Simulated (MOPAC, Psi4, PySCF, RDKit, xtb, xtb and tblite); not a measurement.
Two geometries of SMILES O=C(O)CC[SiH3], relaxed at GFN2-xTB with one dihedral held; other torsions can differ between them too.

Structure A

```
14

O      0.5860     0.6237    -1.4293
C      1.2808     0.3649    -0.4797
O      2.6099     0.4856    -0.5172
C      0.7642    -0.0961     0.8486
C     -0.5691    -0.8132     0.6865
Si    -1.8228     0.1628    -0.3822
H      2.9015     0.7989    -1.3889
H      0.6306     0.8022     1.4592
H      1.5241    -0.7142     1.3320
H     -0.3929    -1.7897     0.2345
H     -0.9833    -0.9993     1.6768
H     -1.6255     1.6002    -0.2086
H     -1.8486    -0.2809    -1.7685
H     -3.1370    -0.1618     0.2029
```

Structure B

```
14

O      0.5784     0.6229    -1.4274
C      1.2677     0.4162    -0.4626
O      2.6052     0.5096    -0.5018
C      0.7537    -0.0814     0.8537
C     -0.5713    -0.8107     0.6824
Si    -1.8342     0.1621    -0.3774
H      2.8976     1.1630    -1.1548
H      0.6136     0.8032     1.4833
H      1.5235    -0.6990     1.3221
H     -0.3829    -1.7788     0.2177
H     -0.9840    -1.0143     1.6700
H     -1.6390     1.6006    -0.2009
H     -1.8642    -0.2722    -1.7660
H     -3.1453    -0.1634     0.2135
```

Q: Which is lower in energy at the level Psi4 with M06-2X/def2-TZVP // GFN2-xTB, and by how much?

A: A is lower, by 11.07 kJ/mol (dihedral O1–C2–O3–H7: 0° in A, 30° in B).

E(B) − E(A) in kJ/mol at the other levels, on the same two geometries: GFN2-xTB (xtb and tblite) 11.40; MMFF94 // GFN2-xTB (RDKit) 12.95; PBE0/def2-TZVP // GFN2-xTB (Psi4) 11.39; PBE0-D3(BJ)/def2-TZVP // GFN2-xTB (Psi4) 11.39; PBE/def2-TZVP // GFN2-xTB (Psi4) 11.16; PBE-D3(BJ)/def2-TZVP // GFN2-xTB (Psi4) 11.16; UFF // GFN2-xTB (RDKit) 6.10; PM6, restricted, heats of formation // GFN2-xTB (MOPAC) 8.38; PM3, restricted, heats of formation // GFN2-xTB (MOPAC) 6.72; GFN1-xTB // GFN2-xTB (xtb) 11.79; restricted B3LYP/6-31G*, spherical d, density fitting // GFN2-xTB (PySCF) 12.32; restricted Hartree-Fock/3-21G // GFN2-xTB (PySCF) 11.67; restricted B3LYP/3-21G // GFN2-xTB (PySCF) 12.13; restricted MP2 (frozen core)/3-21G // GFN2-xTB (PySCF) 11.95.
